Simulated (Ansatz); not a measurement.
A nudged elastic band was laid between two geometries of BF3 + BrH (6 atoms, charge 0, multiplicity 1).

Computed with RKS PBE0/def2-SVP (Ansatz 0.2.0).

```
movable images  : 7
climbing image  : yes
spring          : 5.0 eV/Å²
optimiser       : quadratic models (default)
start path      : through a guess of the saddle point
force threshold : 0.5 eV/Å
iteration limit : 60
end points      : relaxed
```

Image 0:

```xyz
6
Properties=species:S:1:pos:R:3
B -0.891 0.073 -0.555
F -0.739 1.155 0.177
F -1.569 -0.944 -0.081
F -0.429 0.046 -1.781
H 1.726 0.471 1.430
Br 1.903 -0.800 0.810
```

Image 8:

```xyz
6
Properties=species:S:1:pos:R:3
B -0.281 -0.513 -0.487
F -0.106 1.358 0.719
F -1.412 -0.875 0.065
F -0.273 0.115 -1.636
H 0.697 1.162 1.143
Br 1.375 -1.248 0.196
```

(1) What changes between the two ends?

(2) What energy profile does the band end with?

(3) What is the geometry of the highest image?

Answers

(1) Bonds broken: B1–F2, H5–Br6. Bonds formed: B1–Br6, F2–H5. BF3 + BrH becomes BBrF2 + FH.

(2) The run converged. The highest image is number 5 of 0 to 8, 109.4 kJ/mol above the first end and 33.7 kJ/mol above the last; the last end lies 75.7 kJ/mol above the first. The threshold of 0.5 eV/Å is loose, so the images may lie well off the minimum-energy path. Another band between the same ends (7 images) ends at a top of the same energy, where a vibrational analysis finds 1 clearly imaginary mode. The orbitals stay closed-shell, which can raise the energy where a bond breaks towards radicals; this wasn't checked here.

```csv
image,path coordinate (Å),energy (kJ/mol),B1–F2 (Å),H5–Br6 (Å),B1–Br6 (Å)
0,0.00,0.0,1.32,1.42,3.23
1,0.34,0.9,1.32,1.42,3.22
2,0.67,5.0,1.32,1.43,3.07
3,1.01,20.4,1.34,1.44,2.80
4,1.34,62.8,1.39,1.49,2.45
5,1.68,109.4,1.51,1.69,2.24
6,2.01,92.3,1.73,2.00,2.06
7,2.35,78.7,1.99,2.33,1.97
8,2.68,75.7,2.23,2.68,1.94
```

(3) 
```xyz
6
Properties=species:S:1:pos:R:3
B -0.411 -0.128 -0.349
F -0.211 1.104 0.501
F -1.411 -0.861 0.089
F -0.260 0.139 -1.629
H 0.775 0.611 0.875
Br 1.518 -0.865 0.513
```

The run took 90 s on 2 threads of Arm Neoverse V2, on a shared host, peak memory 0.2 GiB.
